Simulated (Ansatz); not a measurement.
Two structures of SiN3H7, closed shell, reached by relaxing down either side of one saddle point (PBE0-D4/def2-TZVP). Energies are electronic, without zero-point energy. Computed with Ansatz 0.2.0 (basis: def2-TZVPP and def2-QZVPP); correlated methods freeze the cores. Extrapolation: Hartree–Fock as exp(−7.88 √X), correlation as X^−2.97. First:

Si1  (0.047, -0.377, -0.102)
H2  (0.343, -1.781, -0.505)
N3  (0.370, 0.527, -1.524)
H4  (1.097, 0.234, -2.155)
N5  (0.932, -0.180, 1.355)
N6  (-1.549, 0.074, 0.321)
H7  (0.239, 1.526, -1.548)
H8  (1.808, -0.658, 1.483)
H9  (0.905, 0.686, 1.869)
H10  (-1.940, -0.222, 1.199)
H11  (-2.251, 0.170, -0.394)
(Å)

Second:

Si1  (0.338, 0.275, 0.295)
H2  (-0.975, -1.543, -2.889)
N3  (1.148, 0.146, -1.060)
H4  (-0.408, -1.161, -2.575)
N5  (0.700, 0.998, 1.776)
N6  (-1.190, -0.414, 0.400)
H7  (2.022, 0.599, -1.269)
H8  (1.590, 1.434, 1.947)
H9  (0.040, 1.139, 2.522)
H10  (-1.686, -0.591, 1.254)
H11  (-1.579, -0.883, -0.401)
(Å)

Q: Which bonds change from the first to the second?

A: SiN₃H₇ ([NH2][SiH]([NH2])[NH2]) → SiN₃H₅ ([NH][Si]([NH2])[NH2]) + H₂; bonds formed: H2–H4; bonds broken: Si1–H2, N3–H4.

Q: Give the saddle point's structure and its height above each. (Judge from chemistry; the value comes from the calculation.)

A: Computed: 3.040 eV above the first and 0.874 eV above the second (CCSD(T) at an estimated basis limit (MP2 extrapolated from triple and quadruple zeta, plus CCSD(T) − MP2 in triple zeta)).
```xyz
11
angstrom
Si 0.0440 0.1352 -0.1106
H 0.3363 -1.4394 -0.9525
N 0.5847 0.7342 -1.5106
H 0.5687 -0.7622 -1.5336
N 0.9580 0.0032 1.3019
N -1.5800 0.0454 0.3399
H 0.7408 1.6591 -1.8734
H 1.9608 0.0612 1.2641
H 0.6139 -0.3048 2.1950
H -1.9233 -0.2668 1.2318
H -2.3039 0.1348 -0.3522
```

T1 diagnostic: at most 0.014.

Labels in which every atom is bracketed show which atoms are joined, not bond orders.

For scale, one of the runs: CCSD(T)/def2-TZVPP, 233 basis functions, launched by `ansatz run in.yaml --threads 4 --pin off --events-out ev --progress --plain --max-ram 9574MiB`. Hardware: 4 CPU threads of an Arm Neoverse V2, shared host. Wall time 74 s; peak host memory 4.2 GiB.
